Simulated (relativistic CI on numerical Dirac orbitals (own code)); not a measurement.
## Ligand-field terms of d5

Computed with a parametric ligand-field model of a d^n configuration (Racah B and C, spin-orbit zeta, crystal field), exact diagonalisation.

Field parameters in Wybourne normalisation: Oh B⁴₀ = 21Dq, B⁴₄ = √(5/14) B⁴₀. The field is a parameter set, without covalency, and values of 10Dq over about 45,000 cm⁻¹ lie beyond real compounds.

B = 970 cm⁻¹, C = 4550 cm⁻¹ (C/B = 4.69), Oh, no spin-orbit coupling. Tanabe-Sugano data, E/B above the lowest term (Δ = |10Dq|; b, c mark the second and third term of a kind):

| Δ/B | 6A1 | 4T1 | 4T2 | 4T1(b) | 2T2 | 2A2 |
| --- | --- | --- | --- | --- | --- | --- |
| 1.0 | 0.00 | 33.32 | 33.43 | 39.96 | 48.36 | 48.43 |
| 5.0 | 0.00 | 30.98 | 32.92 | 42.06 | 44.62 | 46.54 |
| 9.0 | 0.00 | 27.57 | 31.54 | 44.82 | 38.17 | 43.42 |
| 13.0 | 0.00 | 23.89 | 29.20 | 47.25 | 31.00 | 39.87 |
| 17.0 | 0.00 | 20.08 | 26.19 | 48.96 | 23.58 | 36.14 |
| 21.0 | 0.00 | 16.23 | 22.81 | 49.99 | 16.02 | 32.32 |
| 25.0 | 0.00 | 12.33 | 19.21 | 50.58 | 8.37 | 28.44 |
| 29.0 | 0.00 | 8.42 | 15.50 | 50.94 | 0.66 | 24.54 |
| 33.0 | 7.09 | 11.58 | 18.81 | 58.25 | 0.00 | 27.71 |
| 37.0 | 14.88 | 15.42 | 22.76 | 66.19 | 0.00 | 31.56 |
| 41.0 | 22.70 | 19.28 | 26.71 | 74.11 | 0.00 | 35.42 |
| 45.0 | 30.54 | 23.16 | 30.65 | 82.02 | 0.00 | 39.30 |

The ground term changes from 6A1 to 2T2 between Δ/B = 29.0 and 33.0.
